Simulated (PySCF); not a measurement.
SeHF, SMILES F[SeH]. The structure is a stationary point at B3LYP-D3(BJ)/def2-TZVP.

TDA-PBE0/def2-TZVPD (PySCF) puts the lowest singlet excitations at 3.14, 5.52, 6.23, 7.11, 7.30, 7.41 eV.

Task: What are the lowest excitation roots from ADC(2)/aug-cc-pVDZ run with PySCF 2.14.0? (The exact figures need the calculation; the answer reports its results.)

Result: 3.30, 5.52, 6.34, 7.50, 7.60, 7.96 eV. S1 differs by 0.15 eV (second minus first; roots are paired by order, and the bases may differ).
